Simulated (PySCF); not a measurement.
## Computed properties of Sb(H)(SiH3)2 (H₇SbSi₂), SMILES [SiH3][SbH][SiH3]

Sb(H)(SiH3)2 (H₇SbSi₂), SMILES [SbH]([SiH3])[SiH3]. Coordinates come from a r2SCAN-D4/def2-SVP optimisation. The def2 effective core potentials stand for the cores of Sb; spin–orbit coupling is left out. One conformer was computed; it need not be the lowest. All values are computed for the isolated molecule unless a solvent is named; none is compared with measurement here.

**Structure.** All 24 harmonic modes at r2SCAN-D4/def2-SVP (PySCF) are real, so it is a minimum. With heavy atoms numbered as in [SbH:1]([SiH3:3])[SiH3:7], the shortest bond between them is Sb1–Si7 at 2.587 Å and the longest Sb1–Si3 at 2.587 Å.

**Vibrations.** The strongest infrared lines (harmonic, unscaled, degenerate partners summed) lie at 839 cm⁻¹ (442 km/mol, H 92 %), 876 cm⁻¹ (216 km/mol, H 92 %, Si 8 %), 2225 cm⁻¹ (152 km/mol, H 96 %). The softest mode is at 73 cm⁻¹ and the zero-point energy is 35.2 kcal/mol.

**Electronic structure.** CAM-B3LYP/def2-TZVP (PySCF) places the frontier levels at -8.32 and 0.29 eV, a gap of 8.61 eV, and gives a dipole moment of 0.14 D and a mean polarisability of 105.2 bohr³. PBE/def2-TZVP (PySCF) at the same geometry gives -6.25 and -1.34 eV, so its gap is 3.70 eV narrower. An orbital gap is neither the optical nor the fundamental gap.

**Excitations.** TDA-PBE0/def2-SVPD (PySCF) has S1 at 5.54 eV (224 nm, f = 0.038, weak); the most intense of the 10 singlets computed lies at 6.71 eV (f = 0.24). T1 (TDA) is at 4.63 eV, 0.91 eV under S1. TDA-PBE/def2-SVPD (PySCF) puts S1 at 5.29 eV. No vertical singlet excitation falls in the visible range (under 3.1 eV).
